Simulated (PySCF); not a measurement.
## Cr²⁺ (chromium, charge +2) across methods

[Ar] 3d3 4s1, high-spin 5F determinant (an excited configuration). Calculation: PySCF 2.14, in aug-cc-pVTZ with one added diffuse shell each of s, p, d, f, g type (9s8p6d4f3g, 118 functions); the non-relativistic Hamiltonian (point nucleus).

```tsv
method	E (hartree)	mean ε 3p β (eV)	mean ε 3d α (eV)	mean ε 4s α (eV)	Σ⟨r²⟩ (bohr²)	⟨S²⟩
UHF	-1042.35988	-80.971	-40.004	-23.892	21.83	6.002
PBE	-1043.080	-70.653	-30.524	-21.254	21.70	6.000
PBE0	-1043.128	-73.616	-33.069	-22.013	21.68	6.001
TPSSh	-1043.352	-72.120	-31.644	-21.411	21.71	6.001
TPSS	-1043.360	-70.972	-30.643	-21.102	21.72	6.001
LDA	-1041.031	-70.766	-30.576	-21.551	21.70	6.000
wB97X	-1043.328	-76.153	-35.319	-23.870	21.68	6.001
```

Question: Estimate the same row for r2SCAN.

Answer: E (hartree) = -1043.310; mean ε 3p β (eV) = -71.584; mean ε 3d α (eV) = -31.291; mean ε 4s α (eV) = -21.467; Σ⟨r²⟩ (bohr²) = 21.68; ⟨S²⟩ = 6.001.
